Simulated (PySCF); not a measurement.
B3LYP has the VWN-RPA correlation part, as in Gaussian. Excitations are Tamm–Dancoff values on a coarser integration grid. The basis has no diffuse functions, so Rydberg states are missing or too high.

Cartesian coordinates (Å):
SMILES: NB(N)N
```xyz
10

N      1.2617    -0.6603    -0.1223
B      0.0000    -0.0001    -0.0007
N     -1.2119    -0.7513    -0.1019
N     -0.0502     1.4102     0.2210
H      1.3516    -1.6557    -0.2105
H      2.1390    -0.1936     0.0160
H     -1.2313    -1.7265    -0.3370
H     -2.1199    -0.3244    -0.1088
H      0.7686     1.9807     0.3231
H     -0.9075     1.9211     0.3211
```
Charge 0, multiplicity 1.

Q: What is the computed S1 excitation (TDA), brightest of the four lowest singlets (TDA) and LUMO (B3LYP-D3(BJ)/def2-TZVP run with PySCF)?

A: 
The S1 excitation (TDA) is 5.76 eV and the brightest of the four lowest singlets (TDA) comes out as 6.86 eV. The LUMO comes out as 0.52 eV.
